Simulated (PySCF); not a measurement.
Bi(H)2(Me) (CH5Bi), SMILES [BiH2][CH3]. Coordinates come from a r2SCAN-D4/def2-TZVP optimisation. The def2 effective core potentials stand for the cores of Bi; spin–orbit coupling is left out.

Level of theory: r2SCAN-D4/def2-TZVP (PySCF 2.14.0).

Harmonic wavenumbers (cm⁻¹): 133, 464, 512, 530, 768, 793, 811, 1188, 1454, 1457, 1795, 1802, 3061, 3161, 3181. Rotational constants (GHz): 52.32, 6.162, 6.160; symmetry number 1.

Problem. Work out the zero-point energy and the ideal-gas rigid-rotor harmonic-oscillator thermochemistry at 298.15 K and 1 atm.

Solution. ZPE = ½ Σ hcν = ½ × 21108 cm⁻¹ = 30.17 kcal/mol. H − E(el) = 33.56 kcal/mol. Entropy in cal/(mol K): translation 42.15, rotation 22.61, vibration 5.60, total 70.36. G − E(el) = 12.58 kcal/mol. Cp = 16.05 cal/(mol K). Modes under 150 cm⁻¹ make the vibrational entropy uncertain.
